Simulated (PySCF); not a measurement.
C₅H₁₄AlN.
SMILES with atom numbers: `[CH3:1][CH2:2][Al@@H-:3]([NH3+:4])[CH:5]1[CH2:6][CH2:7]1` (hydrogens: H8, H9, H10 on C1; H11, H12 on C2; H13 on Al3; H14, H15, H16 on N4; H17 on C5; H18, H19 on C6; H20, H21 on C7)

Method: PBE0-D3(BJ)/def2-SVP geometry optimisation, gas phase (PySCF 2.14.0); density fitting, grid level 1; the optimiser is geomeTRIC in internal coordinates, started from a GFN2-xTB structure with every atom displaced at random (about 0.01 Å).

Step 0: E = -13482.2379 eV
```
atom  x, y, z in Å  |  force x, y, z in eV/Å
C1     -2.8957   -0.8552   -0.4679   -0.617   1.027   0.390
C2     -1.8318   -0.9407    0.6055    0.209   0.136   0.169
Al3    -0.1756   -0.0096   -0.0261    0.362  -0.062   1.330
N4     -0.3977    1.9309    0.7020   -2.606  -0.392   0.073
C5      1.6686   -0.3335    0.7014   -0.390   0.217  -0.157
C6      2.5397   -0.9887   -0.3330    0.420  -0.230   0.213
C7      2.7055    0.4613   -0.0775   -1.424  -0.059  -0.833
H8     -2.5396   -1.2389   -1.4177    0.007  -0.310  -0.530
H9     -3.8281   -1.3571   -0.1718   -0.125  -0.210  -0.193
H10    -3.1811    0.2102   -0.6476    0.059  -0.352  -0.092
H11    -2.2497   -0.5558    1.5618    0.234   0.038  -0.114
H12    -1.6458   -2.0037    0.8079    0.267  -0.214   0.106
H13    -0.1295    0.4312   -1.5343    0.043  -0.049  -0.574
H14    -1.3215    2.3398    0.3945    1.288  -0.446   0.306
H15    -0.4099    1.9539    1.7212    0.209   0.071   0.029
H16     0.3343    2.5068    0.3548    0.940   0.750  -0.333
H17     2.0006   -0.5356    1.7269   -0.308  -0.077   0.077
H18     2.0672   -1.2784   -1.2596   -0.116  -0.225  -0.585
H19     3.3333   -1.6683   -0.0161    0.091  -0.048   0.038
H20     2.3067    1.1384   -0.8476    0.249   0.032  -0.015
H21     3.5790    0.8153    0.4009    1.208   0.402   0.696
```

**Question.** Estimate the geometry and energy of step 1. (The exact step hangs on the optimiser's Hessian estimate; all steps are aligned on step 0, rigid shifts and turns removed.)

**Answer.** E = -13482.4580 eV, largest force 0.284 eV/Å
```
atom  x, y, z in Å  |  force x, y, z in eV/Å
C1     -2.9755   -0.8449   -0.4383    0.029   0.246   0.077
C2     -1.8337   -0.9077    0.5827   -0.029  -0.176  -0.088
Al3    -0.1692    0.0013   -0.0367    0.084   0.163   0.217
N4     -0.4670    1.9214    0.7227   -0.067   0.072  -0.129
C5      1.6665   -0.3297    0.6320    0.115   0.037  -0.161
C6      2.6156   -1.0014   -0.3463   -0.058  -0.157   0.048
C7      2.7680    0.4507   -0.0824   -0.016   0.137   0.210
H8     -2.6713   -1.2562   -1.4143   -0.064  -0.062   0.020
H9     -3.8861   -1.3706   -0.1046    0.012  -0.099  -0.047
H10    -3.2862    0.1974   -0.6355    0.020  -0.001  -0.033
H11    -2.1910   -0.5048    1.5511    0.093   0.003   0.012
H12    -1.6085   -1.9707    0.7944    0.043   0.036   0.032
H13    -0.1167    0.4359   -1.5884   -0.016  -0.068  -0.089
H14    -1.3584    2.3095    0.4041    0.115  -0.007   0.003
H15    -0.4704    1.9555    1.7423    0.073   0.022   0.008
H16     0.2817    2.5326    0.3813   -0.133  -0.101   0.120
H17     1.9133   -0.5428    1.6812   -0.110  -0.041  -0.012
H18     2.2190   -1.3087   -1.3192    0.019  -0.017  -0.061
H19     3.3826   -1.6788    0.0417    0.003   0.004   0.028
H20     2.4673    1.1448   -0.8716    0.026   0.087  -0.141
H21     3.6488    0.7894    0.4816   -0.138  -0.079  -0.015
```

The energy changes by -0.2200 eV. The first-order estimate −F·Δx gives -0.3957 eV and the mean of the old and new forces, exact on a quadratic surface, -0.2175 eV. The step makes an angle of 78° with the force vector and moves no atom by more than 0.166 Å.

The cost below is that of the whole optimisation. Hardware: one thread of an Intel Xeon at 2.50 GHz, shared host with 64 logical CPUs at a one-minute load of 62. Cost: 8.4 min wall, 0.77 GiB resident at most.
